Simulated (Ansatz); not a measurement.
The cluster Hf2S3 (the lowest singlet isomer of a short search). The state is a singlet with charge 0. Geometry r2SCAN-D4/def2-SVP, basis def2-TZVP, Ansatz.

```xyz
5

Hf    0.299   -0.515   -1.125
Hf   -0.299    0.515    1.125
S     0.096    1.903   -0.847
S     1.705   -0.853    0.844
S    -1.802   -1.050    0.003
```

```json
{"run": "A", "HOMO (eV)": "-4.24", "LUMO (eV)": "-2.67"}
{"run": "B", "HOMO (eV)": "-4.91", "LUMO (eV)": "-2.05"}
{"run": "C", "HOMO (eV)": "-6.79", "LUMO (eV)": "-0.64"}
{"run": "D", "HOMO (eV)": "-4.30", "LUMO (eV)": "-2.45"}
{"run": "E", "HOMO (eV)": "-4.09", "LUMO (eV)": "-2.54"}
```

In the def2 sets Hf takes a core potential; there is no spin–orbit coupling. No other spin state of charge 0 was run. The structure comes from a short search, and lower isomers may exist.

The runs used B97M-V, PBE, PBE0, r2SCAN, ωB97X-V. Estimate which is which.

A B97M-V (0 % exact exchange); B PBE0 (25 % exact exchange); C ωB97X-V (range-separated); D r2SCAN (0 % exact exchange); E PBE (0 % exact exchange). Exact exchange lowers occupied and raises empty levels; among semilocal functionals meta-GGAs tend to open the gap a little, and such runs are hard to tell apart. The gap grows from 1.55 eV (PBE) to 6.15 eV (ωB97X-V). The restricted singlet is unstable towards broken spin symmetry in Hartree–Fock (as tested in another run); at B97M-V/def2-TZVP, PBE0-D4/def2-TZVP, ωB97X-V/def2-TZVP, r2SCAN-D4/def2-TZVP this wasn't settled.
